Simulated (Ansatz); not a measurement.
`O=C([SiH3])CBr` at its PBE0-D4/def2-TZVP geometry, where that method's forces vanish. Charge 0, multiplicity 1.

| atom | x (Å) | y (Å) | z (Å) |
| --- | --- | --- | --- |
| O1 | 1.327 | -0.457 | 1.372 |
| C2 | 0.574 | -0.072 | 0.513 |
| Si3 | -1.226 | -0.786 | 0.424 |
| C4 | 1.040 | 0.954 | -0.497 |
| Br5 | 0.693 | 0.257 | -2.274 |
| H6 | -1.178 | -2.109 | -0.243 |
| H7 | -1.671 | -0.937 | 1.830 |
| H8 | -2.133 | 0.131 | -0.312 |
| H9 | 0.467 | 1.878 | -0.412 |
| H10 | 2.108 | 1.141 | -0.400 |

Q: For each bond, give half the difference of the two atoms' forces along it (eV/Å; positive pushes the atoms apart) under PBE-D4, r2SCAN-D4, B3LYP-D4, ωB97M-V in def2-TZVPP. (Best estimate.)

A: Computed: 
```tsv
bond	length (Å)	PBE-D4	r2SCAN-D4	B3LYP-D4	ωB97M-V
O1–C2	1.206	1.00	0.43	0.28	0.15
C2–Si3	1.938	-0.21	-0.11	-0.01	-0.04
C2–C4	1.513	-0.18	-0.01	0.02	0.14
Si3–H6	1.482	0.09	-0.01	-0.07	-0.12
Si3–H7	1.483	0.10	-0.02	-0.09	-0.13
Si3–H8	1.485	0.04	-0.04	-0.07	-0.08
C4–Br5	1.940	0.25	0.25	0.41	0.04
C4–H9	1.091	0.09	-0.06	-0.14	-0.11
C4–H10	1.088	0.10	-0.08	-0.15	-0.12
```

B3LYP here is the variant with VWN-RPA as its local correlation; programs differ in this.
